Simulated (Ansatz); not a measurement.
The cluster Ag4H4, relaxed as a singlet with RKS r2SCAN-D4/def2-SVP in Ansatz, starting from the GFN1-xTB geometry. Force threshold 0.02 eV/Å.

In the def2 sets Ag takes a core potential; there is no spin–orbit coupling. The relaxation made no stability test and no search for a lower SCF solution. No other spin state of charge 0 was run. The structure comes from a short search, and lower isomers may exist.

Start:

```xyz
8

Ag   -1.589   -0.968    1.109
Ag    0.534   -1.326   -0.544
Ag   -0.546    1.454    0.232
Ag    1.848    1.038   -1.092
H     1.963   -0.657   -1.304
H    -1.115   -2.450    1.138
H    -1.884    0.660    0.919
H     0.789    2.249   -0.458
```

(1) Estimate the energy that the relaxation releases and the steps that it takes.

(2) Does the start keep its bonding?

(3) Predict the relaxed structure.

Answers

(1) 22.8 kcal/mol, in 6 steps; 24 s on 4 threads of Arm Neoverse V1 on a shared host. The force fell under the threshold at step 5, but the optimiser went on. No frequencies were taken in this run, so the end may be a saddle point.

(2) Bonds lost: Ag2–Ag3 (atoms count from 1). Bonds formed: Ag2–H6 (atoms count from 1). The end is the same structure that another start reached, the lowest one found.

(3) 
```xyz
8

Ag   -1.4625   -0.7618    0.9400
Ag    0.6933   -1.7408   -0.3324
Ag   -0.6935    1.7410    0.3324
Ag    1.4621    0.7619   -0.9403
H     2.0130   -0.9142   -1.2004
H    -0.7162   -2.3402    0.5788
H    -2.0228    0.9125    1.1840
H     0.7267    2.3415   -0.5621
```
Bond lengths (bridged metal pairs left out): 8 × Ag–H 1.78 Å.
